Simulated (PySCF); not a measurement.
**Correlation energy of C⁺ (carbon, charge +1)**

[He] 2s2 2p1, 2P determinant. Calculation: PySCF 2.14, in x2c-TZVPPall (5s3p2d1f, 31 functions); the spin-free X2C one-electron Hamiltonian (Gaussian nucleus). Frozen: nothing; 5 electrons correlated.

| level | correlation energy (mhartree) |
| --- | --- |
| CCSD | -90.23 |
| (T) | -1.32 |
| CCSD(T) | -91.55 |
| CCSDT | -91.88 |

Diagnostics: T1 = 0.0072, D1 = 0.0178, largest double amplitude 0.131.

Q: Is a single reference adequate?

A: Mostly. T1 lies below 0.03, but a double amplitude of this size points to a near-degeneracy that CCSD handles and MP2 describes poorly.

This basis was not built for core-valence correlation, so the inner-shell part is incomplete.
